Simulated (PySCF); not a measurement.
C3H3N2, SMILES [c]1ncc[nH]1, multiplicity 2. Atoms are numbered in the order given.

```xyz
8

C     -1.1716    -0.1186     0.0000
N     -0.6622     1.0584     0.0000
C      0.7178     0.8833     0.0000
C      1.0070    -0.4715     0.0000
N     -0.2350    -1.1081     0.0000
H      1.4138     1.7308     0.0000
H      1.9507    -1.0279     0.0000
H     -0.4029    -2.1140     0.0000
```
Charge 0, spin multiplicity 2.

The structure is a stationary point at PBE-D3(BJ)/def2-SVP. The isomer is the one that the SMILES or the coordinates give; other isomers of the formula were not compared.

These are PBE/pcH-1 (PySCF) values and carry that method's errors.

Unrestricted Kohn–Sham, ⟨S²⟩ = 0.755. Hyperfine tensors hold the contact and dipolar terms, without spin-orbit corrections.

Problem. Estimate the hyperfine couplings. (The exact figures need the calculation; the answer reports its results.)

Solution. 
| nucleus | A(iso) (MHz) | A(iso) (G) | dipolar principal values (MHz) |
|---|---|---|---|
| 13C no. 1 | 742.9 | 265.1 | -57.0, -41.6, 98.6 |
| 14N no. 2 | 112.2 | 40.0 | -7.9, -2.9, 10.8 |
| 13C no. 3 | 89.4 | 31.9 | -7.2, -7.0, 14.2 |
| 13C no. 4 | 0.7 | 0.2 | -9.5, -0.4, 9.9 |
| 14N no. 5 | 52.8 | 18.9 | -5.5, -2.9, 8.4 |
| 1H no. 6 | -1.3 | -0.5 | -4.4, -2.3, 6.7 |
| 1H no. 7 | 0.7 | 0.2 | -3.8, -0.2, 3.9 |
| 1H no. 8 | -3.9 | -1.4 | -8.4, -5.8, 14.1 |

Problem. And the g tensor (effective nuclear charges for spin-orbit coupling, GIAO)? (The exact figures need the calculation; the answer reports its results.)

Solution. principal values 2.0003, 2.0021, 2.0033; isotropic 2.0019.
